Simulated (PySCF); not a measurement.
C₉H₁₂.
Z-matrix (Å and degrees, GFN2-xTB geometry), rows numbered from 1:
```
C 
C   1  1.4946
C   2  1.3418  1  123.17
C   3  1.4346  2  124.97  1  -172.32
C   4  1.3512  3  124.97  2    33.99
C   5  1.4346  4  124.87  3     0.20
C   6  1.3417  5  124.93  4   -33.97
C   7  1.4945  6  123.21  5   171.78
C   7  1.5008  6  119.53  5    -8.86
H   1  1.0908  2  110.53  3  -119.80
H   1  1.0871  2  111.28  3     1.28
H   1  1.0907  2  110.06  3   121.58
H   3  1.0831  2  119.19  1     6.48
H   4  1.0832  3  116.16  2  -154.48
H   5  1.0832  4  118.33  3   171.40
H   6  1.0830  5  115.87  4   144.65
H   8  1.0906  7  109.95  6  -123.65
H   8  1.0871  7  111.35  6    -3.42
H   8  1.0908  7  110.56  6   117.74
H   9  1.0893  2  111.45  1   -12.15
H   9  1.0937  2  109.80  1  -133.65
```

NICS = −σ at a ghost point: NICS(0) at the centroid of the ring atoms, NICS(1) 1 Å to either side along the normal of their mean plane, zz for the tensor component along that normal. Level: GIAO PBE0/pcSseg-1 (PySCF, non-relativistic, gas phase) on the GFN2-xTB geometry, one conformer.

Ring bond lengths (Å), with Mayer bond orders in brackets: C2–C3 1.342 (1.71), C3–C4 1.435 (1.20), C4–C5 1.351 (1.71), C5–C6 1.435 (1.20), C6–C7 1.342 (1.71), C7–C9 1.501 (1.01), C9–C2 1.501 (1.02).

Task: Give the NICS values of each ring in ppm.

Result: 
```tsv
ring	type	NICS(0)	NICS(1), two faces	NICS(1)zz, two faces	rms pucker (Å)	centre to ring atoms, mean (Å)
C2–C3–C4–C5–C6–C7–C9	7-membered carbocycle; formal bonds 3 double, 4 single	-5.7	-9.1 / -6.4	-15.0 / -10.1	0.32	1.55
```

Task: What do they say, and how far can they be read as aromaticity?

Result: 
- C2–C3–C4–C5–C6–C7–C9: mean NICS(1)zz -12.5 ppm, shielded. C9 has four or more neighbours; no verdict on aromaticity is drawn. The two faces differ by 4.9 ppm, so no symmetry operation interchanges them.

Task: At the first NICS(1) probe listed for ring C2–C3–C4–C5–C6–C7–C9, 1 Å off the ring, what do the in-plane components average?

Result: The isotropic value is a third of the trace: (3 × -9.1 − (-15.0))/2 = -6.1 ppm.

Task: What are the shieldings of the ring atoms and their hydrogens in the same run (means over atoms taken as equivalent)?

Result: 
```tsv
atoms	environment	σ isotropic (ppm)
C2 (×2)	fully substituted alkene carbon	52.0
C3 (×2)	alkene CH carbon	59.7
C4 (×2)	alkene CH carbon	51.7
C9	allylic carbon	144.4
H13 (×2)	vinylic hydrogen	25.38
H14 (×2)	vinylic hydrogen	24.90
H20 (×2)	methylene hydrogen	29.72
```
